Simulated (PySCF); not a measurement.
The same groups moved round the core (furan mercapto+boryl). Isolated molecules, 0 K electronic values unless said otherwise. One relaxed conformer stands for each flexible species; it need not be the lowest. Strings in code marks are SMILES.

The four lowest singlet excitations (Tamm–Dancoff). These are PBE0-D3(BJ)/def2-TZVP // PBE0-D3(BJ)/def2-SVP (PySCF) values and carry that method's errors. Excitations are Tamm–Dancoff values on a coarser integration grid. The basis has no diffuse functions, so Rydberg states are missing or too high.

```
state  energy (eV)  wavelength (nm)  oscillator strength
-----  -----------  ---------------  -------------------
S1            4.05              306                0.154
S2            5.14              241                0.000
S3            5.70              218                0.000
S4            5.71              217                0.084
```

**Question.** Say which member gives these states.
A) `Bc1cc(S)co1`
B) `Bc1ccoc1S`
C) `Bc1occc1S`
D) `Bc1ccc(S)o1`

**Answer.** B, `Bc1ccoc1S`
